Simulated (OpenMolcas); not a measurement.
W4+ (d2) among equal point charges was computed by CASSCF with the d shell active (OpenMolcas, ANO-RCC-VDZP on the metal). Its lowest spin-free states, and all those of the highest spin:

| 2S+1 | Degeneracy | E (cm-1) |
| --- | --- | --- |
| 3 | 1 | 0.0 |
| 3 | 2 | 677.2 |
| 1 | 1 | 10585 |
| 1 | 1 | 10752 |
| 1 | 2 | 11339 |
| 1 | 1 | 11718 |
| 3 | 1 | 17663 |
| 3 | 2 | 18248 |
| 1 | 1 | 23496 |
| 3 | 2 | 27398 |
| 3 | 1 | 29427 |
| 1 | 1 | 30205 |
| 3 | 1 | 37686 |

Q: Is the site octahedral, tetrahedral or cube-like, axial, or of lower symmetry?

A: The states with 2S+1 = 3 have orbital degeneracies 1, 2, 1, 2, 2, 1, 1. There are pairs but no triples, so the site is axial: not cubic, but with a proper or improper axis of order three or more. The run had W4+ among 6 point charges of -1.5 e arranged as a tetragonal octahedron (D4h), 1.8 Å from the ion, with the axial distance 1.836 Å. The active orbitals were held to one l.

Spin-orbit coupling mixes the spin-free states strongly: the lowest level takes only 63 % from its leading state, 3A2. Without dynamic correlation the repulsion within the d shell is too large (B by tens of per cent), so at a given field states of lower spin stand too high. This is an electrostatic model: the charges have no orbitals. No measured value stands beside these numbers.
